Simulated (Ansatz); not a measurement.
`OCBBCl` and `OCBBr` differ in one atom or group.

Ansatz, PBE0-D4/def2-TZVP geometries, multiplicity 1. Each molecule was computed in one conformer, which needn't be the lowest.

Scalar relativity is left out up to krypton.

```json
{"property": "HOMO–LUMO gap (PBE/def2-TZVPP) / eV", "`OCBBCl`": "3.83"}
{"property": "size of the dipole moment (ωB97M-V/def2-TZVPP) / D", "`OCBBCl`": "3.08"}
{"property": "HOMO energy (ωB97M-V/def2-TZVPP) / eV", "`OCBBCl`": "-9.76"}
{"property": "size of the dipole moment (B3LYP/def2-TZVPP) / D", "`OCBBCl`": "3.08"}
{"property": "HOMO–LUMO gap (B3LYP/def2-TZVPP) / eV", "`OCBBCl`": "5.71"}
{"property": "LUMO energy (PBE0/def2-TZVPP) / eV", "`OCBBCl`": "-1.41"}
```

(1) What does the change do to each property? (Best estimate.)

Answers

(1) Ansatz gave: 
| property | `OCBBr` | shift |
| --- | --- | --- |
| HOMO–LUMO gap (PBE/def2-TZVPP) / eV | 3.88 | 0.05 |
| size of the dipole moment (ωB97M-V/def2-TZVPP) / D | 1.27 | -1.81 |
| HOMO energy (ωB97M-V/def2-TZVPP) / eV | -10.58 | -0.82 |
| size of the dipole moment (B3LYP/def2-TZVPP) / D | 1.26 | -1.82 |
| HOMO–LUMO gap (B3LYP/def2-TZVPP) / eV | 6.03 | 0.32 |
| LUMO energy (PBE0/def2-TZVPP) / eV | -1.65 | -0.24 |

With PBE0 the HOMO falls by 0.63 eV and the LUMO falls by 0.24 eV, so the gap widens by about 0.39 eV. PBE moves the HOMO by -0.31 eV and ωB97M-V by -0.82 eV. Dipoles are sizes alone; their direction can turn.

B3LYP here is the variant with VWN-RPA as its local correlation; programs differ in this.

Spin–orbit coupling is left out; it splits and shifts lone-pair levels of the heavy atoms by tenths of an eV.
